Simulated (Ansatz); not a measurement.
Mulliken charges of `[CH3][Ti]([OH])([F])[Cl]` from r2SCAN/def2-TZVPP in Ansatz (PBE0-D4/def2-TZVP geometry).

| atom | x (Å) | y (Å) | z (Å) | charge (e) |
| --- | --- | --- | --- | --- |
| C1 | -1.283 | 0.015 | -0.308 | -0.392 |
| Ti2 | 0.754 | 0.060 | -0.201 | 1.016 |
| O3 | 1.141 | -0.371 | 1.460 | -0.480 |
| F4 | 1.317 | -1.121 | -1.368 | -0.357 |
| Cl5 | 1.349 | 2.116 | -0.726 | -0.262 |
| H6 | -1.698 | 0.728 | 0.409 | 0.091 |
| H7 | -1.591 | 0.282 | -1.323 | 0.089 |
| H8 | -1.628 | -0.995 | -0.067 | 0.085 |
| H9 | 1.728 | -0.758 | 2.108 | 0.209 |

Q: By hand: the dipole of these point charges (1 e Å = 4.8032 D).

A: Σ q r = (-0.176, -0.073, 0.249) e Å, of length 0.314 e Å = 1.51 D.

Q: How does the dipole of the full density compare? (Best estimate.)

A: Computed: (-0.038, -0.259, 0.424) e Å, 2.39 D; the point charges give 0.63 times that, at 33° from its direction.

Point charges leave out the atoms' own dipoles, such as those of lone pairs, and Mulliken's split depends on the basis, so the two needn't agree.
